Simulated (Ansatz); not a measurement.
`[CH3][Sn]([Cl])([Cl])[Cl]` + H₂S → `[CH3][Sn]([SH])([Cl])[Cl]` + HCl at 400 K and 1 bar (ligand exchange at the Sn–Cl bond).

Isolated molecules relaxed with PBE0-D4/def2-TZVP in Ansatz; ΔE leaves out vibrations. CCSD(T)/CBS is the MP2 limit (def2-TZVPP, def2-QZVPP) plus CCSD(T) − MP2 in def2-TZVPP, frozen cores. This one scheme is used for every species. Elements past krypton have def2 core potentials. For Sn outer-core shells are correlated without core-valence functions, which leaves a few kJ/mol of doubt a bond. One conformer a species, not always the lowest.

| species | CCSD(T)/CBS energy (Eh) | H − E (kJ/mol) | S (J/(mol·K)) |
| --- | --- | --- | --- |
| `[CH3][Sn]([Cl])([Cl])[Cl]` | -1633.37264 | 141.5 | 427.6 |
| H₂S | -398.97279 | 53.4 | 215.9 |
| `[CH3][Sn]([SH])([Cl])[Cl]` | -1571.95481 | 165.8 | 460.0 |
| HCl | -460.38127 | 29.6 | 195.4 |

H − E and S are ideal-gas, rigid-rotor, harmonic terms from PBE0-D4/def2-TZVP, for one conformer and one mirror image of each species. 1 Eh = 2625.50 kJ/mol, R = 8.31446 J/(mol·K).

Q: By hand: ΔE, ΔH, ΔS and ΔG.

A: ΔE = (-1571.95481) + (-460.38127) − (-1633.37264) − (-398.97279) = 0.00935 Eh = 24.5 kJ/mol. Δ(H − E) = 165.8 + 29.6 − 141.5 − 53.4 = 0.5, so ΔH = 25.0 kJ/mol. ΔS = 460.0 + 195.4 − 427.6 − 215.9 = 11.9 J/(mol·K). ΔG = 25.0 − 400 × (11.9)/1000 = 20.2 kJ/mol.

Q: By hand: the equilibrium constant, and the temperature at which ΔG would vanish if ΔH and ΔS stayed fixed.

A: log₁₀ K = −ΔG/(RT ln 10) = -2.6. ΔG = 0 at ΔH/ΔS = 2101 K, though so small a ΔS makes that figure unsure.

The number of gas molecules stays the same, so ΔS is small and ΔH decides. A doubt of 5 kJ/mol in ΔE shifts log₁₀ K by 0.7 here. Other conformers and mirror images would add mixing entropy, several J/(mol·K) or more a flexible species. Modes under 60 cm⁻¹, often nearly free rotors, make the harmonic entropy too high. These are equilibria of isolated gas molecules and say nothing of rates. Largest T1 diagnostic: 0.011 (customary marks: 0.02 for closed shells, 0.045 for open ones).
